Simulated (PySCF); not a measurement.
Computed shifts of a molecule C3H6BNO, PySCF with PBE/pcSseg-1, GIAO, gas phase, equivalent atoms averaged, in ppm (number of nuclei): ¹³C: 113.6 (1), 10.4 (1), 8.2 (1). ¹⁵N: 209.1 (1). ¹H: 1.10 (6). References: ¹³C against TMS (σ = 182.0 ppm); ¹¹B against BF3 (σ = 83.9 ppm); ¹⁷O against H2O (σ = 334.3 ppm); ¹⁵N against NH3 (σ = 267.0 ppm); ¹H against TMS (σ = 31.49 ppm), references at their B3LYP-D3(BJ)/def2-TZVP geometries, non-relativistic. Geometry optimised at B3LYP-D3(BJ)/def2-SVP. Other conformers were not sampled.

Which structure fits?
(A) C#CCB(N)O
(B) COB1C=NC1
(C) OB1C=CCN1
(D) CB(C)OC#N

D, CB(C)OC#N
